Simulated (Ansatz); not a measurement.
```yaml
crystal:
  periodic: [false, false, false]
  atoms:
    - {symbol: F, position_ang: [-0.671490, -0.512736, 1.712657]}
    - {symbol: Zr, position_ang: [0.016171, -0.095468, 0.005400]}
    - {symbol: F, position_ang: [1.826042, -0.624279, -0.074943]}
    - {symbol: F, position_ang: [-0.960867, -1.045196, -1.300420]}
    - {symbol: Cl, position_ang: [-0.159856, 2.204081, -0.384094]}
basis:
  gaussian: {orbitals: cc-pVTZ-DK}
magnetization: {spin_polarized: true, initial_magnetization: 1}
hamiltonian: {xc: {name: LC-wPBE}}
```

```sh
$ ansatz run in.yaml --threads 4 --pin off --events-out ev --progress --plain --max-ram 10444MiB
```

It prints (some lines left out):

```
Error: a molecule whose nuclei and cores have a total charge of 84 cannot have a net charge of 0 together with 1 unpaired electrons
```

Question: What is wrong with this run?

Answer: The number of unpaired electrons doesn't fit the electron count. The input was rejected before any iteration.
